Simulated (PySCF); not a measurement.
A structure optimised at B3LYP-D3(BJ)/def2-SVP, used in a PySCF frequency run:

```
In
F 1 1.9609
N 1 2.0316 2 119.84
H 3 1.0201 1 113.57 2 156.49
H 3 1.0205 4 108.63 1 127.06
Cl 1 2.3456 2 114.32 3 -171.98
```
Charge 0, spin multiplicity 1.

Q: Write its SMILES and formula.

A: [NH2][In]([F])[Cl], ClFH₂InN

Q: What are its rotational constants (standard atomic weights)?

A: 4.7082, 2.2992, 1.5494 GHz
